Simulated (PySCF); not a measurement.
A geometry optimisation on TiF(NMe2)3, `C[N](C)[Ti]([F])([N](C)C)[N](C)C`.

Computed with PBE0-D3(BJ)/def2-SVP geometry optimisation, gas phase (PySCF 2.14.0). Start geometry: GFN2-xTB. The input is one job of a driver script: a line of settings, then coordinates in Å.

Command:
```bash
OMP_NUM_THREADS=2 python probes_run.py task.json out
```

Input:
```
{"job": {"xc": "PBE0", "basis": "def2-SVP", "d3": "d3bj", "grid": 1, "maxiter": 40, "shake": 0.03, "kind": "geom"}, "charge": 0, "multiplicity": 1}
Ti     0.029410    -0.014880     0.535190
F     -0.166870     0.233910     2.268680
N      1.656070    -0.089410    -0.051040
C      2.594100     0.856360    -0.814020
C      2.522320    -0.822380     0.897110
H      2.996170     1.605740    -0.168790
H      1.862230     1.368990    -1.498730
H      3.318440     0.341970    -1.399190
H      1.887920    -1.461240     1.575840
H      3.295130    -1.413030     0.450480
H      3.027500    -0.122250     1.647060
N     -0.742930     1.496660    -0.350950
C     -1.992740     1.543580    -1.272130
C     -0.666480     2.739160     0.384740
H     -2.860880     1.656510    -0.683300
H     -1.977690     0.596030    -1.743280
H     -1.813910     2.350410    -1.999920
H      0.233060     2.681160     1.040800
H     -0.481630     3.563930    -0.311550
H     -1.585300     2.966930     0.995660
N     -0.963390    -1.443230    -0.084100
C     -2.075760    -1.767520     0.705070
C     -0.338220    -2.618280    -0.678110
H     -2.911210    -2.147970     0.098750
H     -2.426830    -0.797480     1.161660
H     -1.921100    -2.364270     1.564630
H      0.526750    -2.454960    -1.137110
H     -0.071880    -3.363060     0.207600
H     -1.071820    -3.163570    -1.310520
```

Output:
```
step   0  E = -1351.87791116  max force = 0.145297
step   1  E = -1351.93625455  max force = 0.023906
step   2  E = -1351.94227857  max force = 0.010798
step   3  E = -1351.94465504  max force = 0.007481
step   4  E = -1351.94610479  max force = 0.006956
step   5  E = -1351.94742936  max force = 0.004701
step   6  E = -1351.94805655  max force = 0.003388
step   7  E = -1351.94843272  max force = 0.002948
step   8  E = -1351.94873324  max force = 0.002822
step   9  E = -1351.94901661  max force = 0.002002
step  10  E = -1351.94920324  max force = 0.001960
step  11  E = -1351.94932519  max force = 0.001125
step  12  E = -1351.94940207  max force = 0.001392
step  13  E = -1351.94945571  max force = 0.001314
step  14  E = -1351.94949146  max force = 0.001042
step  15  E = -1351.94950954  max force = 0.000472
step  16  E = -1351.94951986  max force = 0.000383
optimisation converged
```

Energies in Eh; «max force» is the largest Cartesian gradient component in Eh/bohr.

Q: How much energy does the optimisation release, in kcal/mol?

A: E(step 0) − E(last step) = 0.071609 Eh, which is 44.9 kcal/mol.

Summary of the converged run: final energy -1351.94952 Eh after 16 steps; dipole 2.12 D.

Q: Where do the atoms end?

A: 0.326 Å rms from the input after alignment:
```
atom  x, y, z in Å
Ti1   -0.0152    0.0849    0.7806
F2    -0.0432    0.3080    2.5581
N3     1.7338    0.0661    0.1076
C4     2.3380    0.8141   -0.9568
C5     2.6396   -0.7870    0.8330
H6     3.1500    1.4748   -0.5907
H7     1.5856    1.4425   -1.4541
H8     2.7860    0.1489   -1.7222
H9     2.1107   -1.3270    1.6375
H10    3.1025   -1.5499    0.1755
H11    3.4618   -0.2170    1.3098
N12   -0.9201    1.4753   -0.0939
C13   -1.8471    1.4275   -1.1881
C14   -0.6834    2.7944    0.4350
H15   -2.8418    1.8293   -0.9069
H16   -1.9813    0.3906   -1.5282
H17   -1.4924    2.0251   -2.0519
H18    0.0062    2.7529    1.2951
H19   -0.2327    3.4693   -0.3199
H20   -1.6176    3.2724    0.7912
N21   -0.8209   -1.5232    0.2420
C22   -2.1052   -1.7697    0.8451
C23   -0.3530   -2.5678   -0.6226
H24   -2.9060   -1.8726    0.0855
H25   -2.3929   -0.9346    1.5076
H26   -2.1109   -2.6900    1.4627
H27    0.6271   -2.3018   -1.0443
H28   -0.2481   -3.5340   -0.0884
H29   -1.0489   -2.7437   -1.4678
```

The run took 12 min wall, 26 min CPU on an Intel Xeon Platinum 8259CL at 2.50 GHz with 2 threads, shared host with 96 logical CPUs at a one-minute load of 48, and the process peaked at 2.0 GiB of memory.
Labels such as C1 count atoms from 1, the log's own numbers from 0.
